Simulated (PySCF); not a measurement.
Se(Me)(OSiH3) (CH6OSeSi), SMILES [Se](O[SiH3])C. Atoms are numbered in the order given.

```xyz
10

Se    -0.8003    -0.1079     0.5108
C     -0.8081     1.8381     0.3885
H     -1.8544     2.1567     0.5719
H     -0.4917     2.1730    -0.6173
H     -0.1507     2.2614     1.1708
O      1.0281    -0.3361     0.3090
Si     1.5178    -0.6471    -1.2890
H      0.9509    -1.9394    -1.8111
H      3.0161    -0.7358    -1.2228
H      1.1135     0.4723    -2.2139
```
Charge 0, spin multiplicity 1.

Geometry optimised at PBE-D3(BJ)/def2-SVP. The structure was generated by enumeration, and PubChem lists no compound with its InChIKey, so it may never have been made. Other conformers were not sampled.

Computed with PBE-D3(BJ)/def2-SVP run with PySCF.

Frequencies are harmonic and unscaled.

### Question
List the normal modes with their intensities. (The exact figures need the calculation; the answer reports its results.)

### Answer

```csv
mode,ν (cm⁻¹),IR (km/mol),moving atoms (share of kinetic energy)
1,76,1.1,"C 31 %, H 28 %, O 19 %, Si 16 %"
2,129,0.7,"H 74 %, Si 13 %"
3,141,0.1,"H 83 %, C 12 %"
4,157,0.7,"H 37 %, Si 28 %, O 18 %, Se 17 %"
5,232,3.3,"O 42 %, H 28 %, C 17 %, Se 12 %"
6,527,12.4,"O 54 %, Se 18 %, H 17 %, Si 11 %"
7,582,4.6,"C 69 %, H 16 %, Se 15 %"
8,682,34.2,"H 84 %, Si 9 %"
9,698,59.0,"H 73 %, O 17 %, Si 10 %"
10,832,168.0,"O 52 %, H 21 %, Si 20 %"
11,867,17.5,"H 62 %, O 17 %, C 15 %"
12,879,21.1,"H 82 %, C 13 %"
13,899,61.8,H 95 %
14,909,104.7,H 95 %
15,949,214.5,H 92 %
16,1233,0.7,"H 85 %, C 15 %"
17,1366,8.3,H 95 %
18,1396,13.9,H 95 %
19,2148,82.6,H 97 %
20,2163,116.6,H 97 %
21,2181,127.3,H 96 %
22,2978,6.9,H 98 %
23,3091,2.1,"H 90 %, C 10 %"
24,3106,0.9,"H 90 %, C 10 %"
```
